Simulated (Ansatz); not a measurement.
Isolated molecules relaxed with PBE0-D4/def2-TZVP in Ansatz; ΔE leaves out vibrations. CBS: MP2 limit from def2 TZ/QZ plus the TZ coupled-cluster correction, frozen cores. DFT in def2-TZVPP. Each species was taken in one conformer, which may not be the lowest.

Reaction (isomerisation): `OCCBF` → `CBC(O)F`

| species | PBE0-D4 energy (Eh) |
| --- | --- |
| `OCCBF` | -279.59790 |
| `CBC(O)F` | -279.53485 |

Question: Work out ΔE.

Answer: ΔE = (-279.53485) − (-279.59790) = 0.06305 Eh = +165.5 kJ/mol. CCSD(T)/CBS gives +173.8 kJ/mol.

Largest T1 diagnostic among the species: 0.012.

From PBE to PBE0 (25 % exact exchange), in def2-TZVPP and without D4, ΔE moves by +7.8 kJ/mol.
